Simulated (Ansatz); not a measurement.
`[CH3][GaH][B]1CS1` at its PBE0-D4/def2-TZVP geometry, where that method's forces vanish. Charge 0, multiplicity 1.

```xyz
11

C    -0.1101    2.2553   -0.5455
Ga    0.6661    0.7812    0.5065
B     0.2780   -1.1949    0.0976
C    -0.5598   -2.4795    0.2922
S     0.8593   -2.5417   -0.8709
H    -0.6614    1.9115   -1.4205
H     0.6780    2.9403   -0.8683
H    -0.7902    2.8312    0.0897
H     1.6174    1.1582    1.7062
H    -0.4413   -3.0838    1.1873
H    -1.5360   -2.5777   -0.1743
```

Task: What forces (eV/Å) does ωB97M-V/def2-TZVPP give on these atoms in Ansatz 0.2.0? (Best estimate.)

Result: Computed: 
```
C1  -0.004  0.015 -0.007
Ga2  0.066  0.048  0.083
B3  -0.002  0.008 -0.002
C4  -0.144 -0.072  0.093
S5   0.067  0.002 -0.053
H6   0.038  0.038  0.063
H7  -0.070 -0.044  0.018
H8   0.048 -0.035 -0.058
H9  -0.079 -0.034 -0.099
H10 -0.015  0.063 -0.087
H11  0.094  0.013  0.049
```
